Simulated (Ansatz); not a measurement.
Au, doublet (core potentials on Au). Base run: BLYP/def2-TZVP in Ansatz (a program for electronic structure).

Ansatz was given this input:
Ansatz 0.2 input:
```yaml
crystal:
  periodic: [false, false, false]
  atoms:
    - {symbol: Au, position_ang: [0.00000000, 0.00000000, 0.00000000]}
basis:
  gaussian:
    orbitals: def2-TZVP
hamiltonian:
  xc: blyp
magnetization: {spin_polarized: true, initial_magnetization: 1}
```

Each row names what was changed in the base input (with any setting that the change needs).

```csv
change,E (Eh),<S^2>
base,-135.69557,0.751
functional = SVWN5,-135.50213,0.751
functional = pbe,-135.74600,0.751
functional = lc_wpbe,-135.71971,0.751
functional = B97M-V,-135.69191,0.751
functional = revpbe,-135.79630,0.751
functional = blyp; dispersion = d3bjatm,-135.69557,0.751
functional = pbe; dispersion = d3bj,-135.74600,0.751
functional = pbe0,-135.70229,0.751
functional = wB97X,-135.72910,0.750
functional = hf,-134.78982,0.753
functional = r2scan,-135.75895,0.753
functional = wB97M-V,-135.61824,0.750
```

Absolute energies of different levels of theory aren't comparable as measures of quality.
